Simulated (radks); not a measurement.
The numbers below are computed, except where a source is named.
Ionisation of I3+, [Kr] 4d10 5s2 5p2, to I4+, [Kr] 4d10 5s2 5p1, under several functionals. Scalar-relativistic Kohn-Sham, spin-unpolarised, spherical densities, finite nucleus; a radial shooting solver on a logarithmic mesh with Libxc functionals.

| functional | E(I3+) (hartree) | Exc (hartree) | IE (eV) | -e(HOMO) (eV) | <r> HOMO (bohr) | IE error (eV) |
|---|---|---|---|---|---|---|
| exchange-only PBE | -7111.21970 | -177.25134 | 38.434 | 33.274 | 2.133 | -1.923 |
| RPBE | -7114.29819 | -180.37080 | 39.302 | 34.197 | 2.116 | -1.055 |
| MS2 meta-GGA | -7113.81669 | -179.71671 | 39.352 | 34.263 | 2.117 | -1.005 |
| XLYP | -7115.22102 | -181.28761 | 39.421 | 34.240 | 2.120 | -0.936 |
| SOGGA | -7110.58683 | -176.62665 | 39.363 | 34.240 | 2.109 | -0.994 |
| BLYP | -7114.63076 | -180.69288 | 39.403 | 34.223 | 2.118 | -0.954 |
| AM05 | -7108.40474 | -174.43369 | 39.461 | 34.325 | 2.106 | -0.896 |

NIST Atomic Spectra Database: 40.36 eV (measured). Closest: AM05. The Delta-SCF values span 1.03 eV, the total energies 6.82 hartree. The highest occupied level is 5p. Spin polarisation and multiplet splitting are left out, so open shells lie too high by an amount that depends on their filling. Spin-orbit splitting is averaged out at the scalar-relativistic level.

Beside tabulated values, note that spin-unpolarised runs miss the spin-polarisation part of the exchange energy of open shells.
